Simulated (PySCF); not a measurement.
C8H6F2O.
Atom-mapped SMILES: `[F:1][c:2]1[cH:3][cH:4][c:5]2[c:6]([c:7]1[F:8])[CH2:9][O:10][CH2:11]2` (hydrogens: H12 on C3; H13 on C4; H14, H15 on C9; H16, H17 on C11)

Computed by this run: PBE0-D3(BJ)/def2-SVP geometry optimisation, gas phase (PySCF 2.14.0); density fitting, grid level 1; the optimiser is geomeTRIC in internal coordinates, started from a GFN2-xTB structure with every atom displaced at random (about 0.01 Å).

At the end of the run (lengths in Å): C3–C4 1.396, C9–H15 1.109, C4–H13 1.092, C11–H17 1.110, F1–C2 1.328, C7–F8 1.328, C11–H16 1.103, F1–C2–C3 120.4°, F1–C2–C7 118.8°, C2–C3–C4 120.2°, C2–C7–F8 119.8°, C5–C6–C9–O10 -10°, C6–C9–O10–C11 16°, C9–O10–C11–C5 -17°, H16–C11–O10–C9 -138°, H14–C9–O10–C11 138°.

Question: These geometries were met on the way; a selection of coordinates is given. Order them by energy above the end point, lowest first.
A. C3–C4 1.401, C9–H15 1.111, C4–H13 1.092, C11–H17 1.111, F1–C2 1.328, C7–F8 1.328, C11–H16 1.103, F1–C2–C3 119.4°, F1–C2–C7 119.3°, C2–C3–C4 120.2°, C2–C7–F8 119.9°, C5–C6–C9–O10 -8°, C6–C9–O10–C11 17°, C9–O10–C11–C5 -19°, H16–C11–O10–C9 -141°, H14–C9–O10–C11 138°
B. C3–C4 1.341, C9–H15 1.077, C4–H13 1.066, C11–H17 1.084, F1–C2 1.353, C7–F8 1.351, C11–H16 1.083, F1–C2–C3 118.4°, F1–C2–C7 120.7°, C2–C3–C4 122.1°, C2–C7–F8 120.9°, C5–C6–C9–O10 -7°, C6–C9–O10–C11 12°, C9–O10–C11–C5 -12°, H16–C11–O10–C9 -132°, H14–C9–O10–C11 132°
C. C3–C4 1.408, C9–H15 1.117, C4–H13 1.091, C11–H17 1.116, F1–C2 1.322, C7–F8 1.324, C11–H16 1.105, F1–C2–C3 121.6°, F1–C2–C7 117.3°, C2–C3–C4 119.6°, C2–C7–F8 119.7°, C5–C6–C9–O10 -8°, C6–C9–O10–C11 17°, C9–O10–C11–C5 -20°, H16–C11–O10–C9 -142°, H14–C9–O10–C11 138°

Answer: A (0.006 eV), C (0.065 eV), B (0.196 eV).

| step | E above end (eV) | rms distance from the end, all atoms (Å) | largest force (eV/Å) | rms shift of all bonds from the end (Å) |
| --- | --- | --- | --- | --- |
| 2 | 0.006 | 0.027 | 0.307 | 0.002 |
| 1 | 0.065 | 0.082 | 0.600 | 0.005 |
| 0 | 0.196 | 0.043 | 3.269 | 0.022 |

Rows stand in the order of the answer.
